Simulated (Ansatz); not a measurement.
Consider the redistribution: `[CH3][Al]([NH2])[SiH2]F` + `BB(N)O` → `[BH2][Al]([CH3])[NH2]` + `NB(O)[SiH2]F`.

Program: Ansatz. Geometries: PBE0-D4/def2-TZVP. ΔE: electronic, gas phase. CCSD(T)/CBS adds triple-zeta CCSD(T) − MP2 to the extrapolated MP2 energy (def2 sets, frozen cores). DFT in def2-TZVPP. One conformer a species, not always the lowest.

Task: Is it downhill or uphill in electronic energy at CCSD(T)/CBS, and by how much? (Estimate.)

Result: The calculation gave: Uphill: ΔE = +17.5 kJ/mol.

Task: What do these levels give: PBE-D4, PBE0-D4, ωB97M-V, PBE, CCSD/def2-TZVPP, HF/def2-QZVPP? (An estimate is asked.)

Result: The calculation gave: PBE-D4 21.4, PBE0-D4 19.9, ωB97M-V 15.0, PBE 21.9, CCSD/def2-TZVPP 16.8, HF/def2-QZVPP 18.6 kJ/mol.

Largest T1 diagnostic among the species: 0.013.
